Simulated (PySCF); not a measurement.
NMR data sheet: 3-methyl-1-indanone

- Formula: C10H10O
- SMILES: C[C@H]1CC(=O)c2ccccc21
- Point group of the computed structure: C1
- Degrees of unsaturation: 6
- Carbon signals: 10
- Proton signals: 8

Bonds (- single, = double, # triple, : aromatic): C1-C2, C2-C3, C3-C4, C4=O5, C4-C6, C6:C7, C7:C8, C8:C9, C9:C10, C10:C11, C11-C2, C11:C6. C1 carries H12, H13, H14; C2 carries H15; C3 carries H16, H17; C7 carries H18; C8 carries H19; C9 carries H20; C10 carries H21. Stereochemistry as in C[C@H]1CC(=O)c2ccccc21. H16 is cis to C1 on the ring; H17 is trans to C1 on the ring.

- GFN2-xTB structure
- PBE0/pcSseg-1 with gauge-including orbitals
- program: PySCF 2.14
- a single conformation, no solvent, equivalent nuclei averaged, no relativistic terms

δ = σ(ref) − σ, references computed at the same level: $^{1}$H (σref 31.72), $^{13}$C (σref 186.93) against TMS; H2O for $^{17}$O (σref 336.08).

| carbon | δC, type | δH (multiplicity) | HMBC from (2–3 bonds) | span of the C tensor (ppm) |
| --- | --- | --- | --- | --- |
| C1 | 25.8, CH3 | 1.29 (d) | H15, H17, H16 | 40 |
| C2 | 36.0, CH | 3.40 (m) | H21, H17, H16, H12/H13/H14 | 23 |
| C3 | 48.3, CH2 | H16 2.19 (m); H17 2.98 (m) | H15, H12/H13/H14 | 44 |
| C4 | 208.9, C | – | H18, H15, H17, H16 | 167 |
| C6 | 141.6, C | – | H18, H21, H19, H15, H17, H16 | 203 |
| C7 | 131.2, CH | 8.22 (d) | H20, H19 | 230 |
| C8 | 132.4, CH | 7.70 (m) | H18, H20, H21 | 231 |
| C9 | 139.8, CH | 7.85 (m) | H18, H21, H19 | 240 |
| C10 | 130.6, CH | 7.79 (m) | H20, H19, H15 | 222 |
| C11 | 167.3, C | – | H18, H20, H21, H15, H17, H16, H12/H13/H14 | 224 |

Other nuclei:
```tsv
atoms	nucleus	environment	δ (ppm)	σ (ppm)
O5	$^{17}$O	ketone oxygen	618.9	-282.8
```

1. Carbon types of the structure: 3 × C, 5 × CH, 1 × CH2, 1 × CH3, which accounts for all hydrogens.
2. δC 208.9: ketone carbonyl carbon; low-lying n→π* states of the double bond to the heteroatom give a large paramagnetic term (-267 ppm).
3. δC 167.3, 141.6: substituted aromatic carbon.
4. δC 139.8, 132.4, 131.2, 130.6: aromatic CH; the aromatic region.
5. δC 25.8: methyl carbon; saturated and bonded to C and H only.
6. δH 2.98, 2.19: hydrogen on an sp3 CH2 α to a carbonyl; α to C=O.

Shifts are as computed. Against solution values, carbons near 30 ppm lie about +3 ppm off and those near 130 ppm about +5 ppm. Of 1211 compounds with measured shifts, 218 miss one by over three times the rms of a fit or turn the order of signals round; such compounds aren't used in these exercises. Unscaled 17O shifts of doubly bonded oxygen tend to come out too high, by tens of ppm or more. Experimental scales use liquid or dissolved standards, which lie at an offset from isolated H2O (liquid H2O: subtract about 36 ppm). Multiplicities follow the n + 1 count of equivalent neighbours, as no J values were calculated; m marks all less simple cases, F and P coupling included.
